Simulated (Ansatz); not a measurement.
Cost and result for the atomization energy of C2H7BN (`[CH2]B(C)N`) radical (11 atoms, 10 bonds).

Cartesian coordinates in Å:
```
C -1.349 0.564 0.657
B -0.142 -0.082 -0.048
C 1.328 0.439 0.187
N -0.375 -1.160 -0.919
H -2.375 0.229 0.514
H -1.251 1.400 1.344
H 1.588 0.404 1.251
H 1.416 1.491 -0.107
H 2.091 -0.122 -0.359
H 0.361 -1.634 -1.414
H -1.291 -1.530 -1.106
```

The species carries charge 0 and has multiplicity 2. The geometry is a stationary point of PBE0-D4/def2-TZVP. It is one conformer, not always the lowest. Program: Ansatz. All runs use 4 threads of an Arm Neoverse V1 on a shared host. Times are those of one run each, without the atoms' runs, and a repeat can differ threefold. Electronic energies, without spin–orbit coupling; frozen cores. CCSD(T)/CBS adds CCSD(T) − MP2 in def2-TZVPP to the MP2 limit, and its time is that of the two runs behind it. T1 = 0.013; ⟨S²⟩ of the reference is 0.76. B3LYP takes the VWN-RPA correlation (the form of Gaussian; ORCA's B3LYP/G). HSE06 is the plane-wave form, built on full-range PBE exchange.

CCSD(T)/CBS is a level of theory with its own doubt, some kJ/mol a heavy atom from the limit and from the frozen cores, so smaller differences don't rank the functionals.

```tsv
level	functions	wall time	atomization (kcal/mol)	difference from CCSD(T)/CBS	per bond
revPBE-D4/def2-TZVPP	222	2.7 s	1008.3	3.0	0.3
PBE-D4/def2-TZVPP (with forces)	222	3 s	1030.9	25.6	2.6
HSE06-D4/def2-TZVPP	222	4 s	1018.0	12.7	1.3
CAM-B3LYP-D4/def2-TZVPP	222	4 s	1019.6	14.3	1.4
B3LYP-D4/def2-TZVPP (with forces)	222	4 s	1016.3	11.0	1.1
r2SCAN-D4/def2-TZVPP (with forces)	222	5.5 s	1015.7	10.4	1.0
CCSD(T)/def2-SVP	91	9 s	961.4	-43.9	-4.4
ωB97X-V/def2-TZVPP	222	9.5 s	1010.6	5.3	0.5
B97M-V/def2-TZVPP	222	11 s	1014.2	8.9	0.9
ωB97M-V/def2-TZVPP (with forces)	222	12 s	1013.8	8.5	0.9
MP2/def2-QZVPP	438	22 s	1005.5	0.2	0.0
CCSD(T)/def2-TZVPP	222	16 min	982.3	-23.0	-2.3
CCSD(T)/CBS(def2)	–	16 min	1005.3	0.0	0.0
```

From BLYP to BHLYP (50 % exact exchange), in def2-TZVPP and without D4, the atomization energy moves by −15.3 kcal/mol: exact exchange takes away binding that semilocal exchange gives to molecules. In def2-TZVPP, CCSD(T) changes the Hartree–Fock value by +219.4 kcal/mol (the triples alone add +11.2 kcal/mol) and MP2 by +228.9 kcal/mol; breaking electron pairs costs correlation energy, which Hartree–Fock lacks. The D4 term adds +6.2 kcal/mol with B3LYP and +3.2 kcal/mol with PBE0; it sums over pairs of atoms, weighted by their polarisabilities, and B3LYP, whose exchange is more repulsive, gets the larger term.
